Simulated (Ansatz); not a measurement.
Total energies of `[F][GeH2][S][GeH3]`.

Z-matrix (Å, degrees):
```
Ge
S 1 2.194
F 1 1.744 2 108.3
H 1 1.532 2 108.8 3 116.1
H 1 1.534 2 112.5 3 -114.9
Ge 2 2.235 1 98.3 3 59.6
H 6 1.532 2 109.8 1 -84.9
H 6 1.533 2 105.5 1 155.4
H 6 1.536 2 108.6 1 36.2
```

Total charge 0; spin multiplicity 1. Correlated methods include outer-core shells of Ge, which these sets cover unevenly. Scalar relativity is left out up to krypton. All single points use the PBE0-D4/def2-TZVP geometry. It is one conformer, not always the lowest. Basis def2-TZVPP, Ansatz.

RPA on PBE orbitals: Hartree–Fock energy of these orbitals -4650.66671 Eh, correlation -1.50729 Eh (frozen core).

```csv
functional,energy without D4 (Eh),D4 term (kJ/mol)
LDA (SPW92),-4646.81791,–
PBE,-4654.27408,-22.1
revPBE,-4654.74888,-55.5
BLYP,-4655.26872,-47.0
r2SCAN,-4655.09678,-5.1
B97M-V,-4654.27540,–
PBE0,-4654.42051,-18.9
B3LYP,-4655.29490,-36.1
r2SCANh,-4655.07369,-5.5
r2SCAN0,-4655.04113,-6.2
HSE06 (plane-wave form),-4654.40972,-17.9
BHLYP,-4655.10102,-32.0
CAM-B3LYP,-4655.40861,-19.6
LC-ωPBE,-4654.47249,–
ωB97X-V,-4654.70968,–
ωB97M-V,-4654.88982,–
B2PLYP,-4654.26141,–
PBE-QIDH,-4653.67341,–
```

B3LYP takes the VWN-RPA correlation (the form of Gaussian; ORCA's B3LYP/G). HSE06 is the plane-wave form, built on full-range PBE exchange. The double hybrids freeze the cores in their second-order part.

LC-ωPBE has ω = 0.4 bohr⁻¹.
